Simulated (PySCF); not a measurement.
# Ge³⁺ (germanium, charge +3) across methods

[Ar] 3d10 4s1, 2S determinant. Computed with PySCF 2.14 in x2c-QZVPPall with one added diffuse shell each of s, p, d, f type (12s9p6d5f1g, 113 functions), with the spin-free X2C one-electron Hamiltonian (Gaussian nucleus).

| method | E (hartree) | mean ε 3d α (eV) | mean ε 3d β (eV) | mean ε 4s α (eV) | Σ⟨r²⟩ (bohr²) | ⟨S²⟩ |
| --- | --- | --- | --- | --- | --- | --- |
| MN15 | -2098.124 | -68.103 | -67.941 | -42.505 | 14.80 | 0.750 |
| PBE0 | -2096.406 | -67.044 | -66.791 | -42.209 | 14.67 | 0.750 |
| LDA | -2093.356 | -63.568 | -63.301 | -41.540 | 14.70 | 0.750 |
| BHandHLYP | -2096.647 | -70.809 | -70.612 | -43.353 | 14.66 | 0.750 |
| UHF | -2095.10086 | -77.445 | -77.275 | -44.741 | 14.67 | 0.750 |
| PBE | -2096.372 | -63.197 | -62.909 | -41.160 | 14.72 | 0.750 |
| M06-2X | -2096.757 | -71.259 | -71.103 | -42.738 | 14.72 | 0.750 |
| r2SCAN | -2096.636 | -63.899 | -63.602 | -41.510 | 14.65 | 0.751 |
